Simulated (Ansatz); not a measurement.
## Ligand exchange: C2H6 + GaH2(SH) → CH4S + GaH2(CH3)

Species: C2H6 (ethane) `CC`, singlet; GaH2(SH), singlet; CH4S (methanethiol) `CS`, singlet; GaH2(CH3), singlet. The partners trade CH3 for SH: C–CH3 and Ga–SH bonds give way to C–SH and Ga–CH3.

Shapes, held fixed at every level: PBE0-D4/def2-TZVP. Programs: Ansatz 0.2.0. Electronic energies: no zero-point or thermal term.

**Question.** Estimate ΔE of this reaction.

**Answer.** The highest level, CCSD(T)/def2-TZVPP, gives ΔE = +126.4 kJ/mol; the levels span +124.4 to +130.9. The column of differences is taken from that level and isn't an error. No measured value is set beside it here. Relativity is left out for Ga unless named. Correlated rows may include outer-core shells of Ga, which these sets cover unevenly. Times are processor times on shared x86 and Arm servers, and rough.

```tsv
level	kind	ΔE (kJ/mol)	less CCSD(T)/def2-TZVPP	CPU time (sum over the molecules)
PBE-D4/def2-TZVPP	GGA	+125.8	-0.6	9.1 s
PBE0-D4/def2-TZVPP	global hybrid	+127.8	+1.4	9.4 s
r2SCAN0-D4/def2-TZVPP	global hybrid	+130.9	+4.5	17 s
wB97X-V/def2-TZVPP	range-separated hybrid	+124.4	-2.0	30 s
B2PLYP/def2-TZVPP	double hybrid	+127.6	+1.2	17 s
CCSD/def2-TZVPP	coupled cluster or CI	+126.6	+0.2	–
CCSD(T)/def2-TZVPP	coupled cluster or CI	+126.4	0.0	73 s
```
